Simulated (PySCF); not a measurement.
## Ionisation energy of Cu²⁺ by level of theory

Cu²⁺ [Ar] 3d9 (2D) → Cu³⁺ [Ar] 3d8 (3F), as a difference of total energies. Calculation: PySCF 2.14, in cc-pVTZ-PP with ECP10MDF; scalar relativity through the core potential. Correlated levels: valence: 3s2 3p6 frozen. The calculations carry no spin-orbit coupling.

Task: Order these methods by the ionisation energy they give, lowest first.
A. UHF
B. LDA
C. MP2 (valence)
D. PBE

Result: A (34.044 eV), C (36.752 eV), D (37.145 eV), B (38.011 eV).

The reference lies between the lowest fine-structure levels, while these numbers refer to the centres of the terms.

Errors of the correlated levels include the incompleteness of this basis and the frozen core.

For comparison: 36.841 ± 0.012 eV (measured; NIST Atomic Spectra Database, ionization energies).
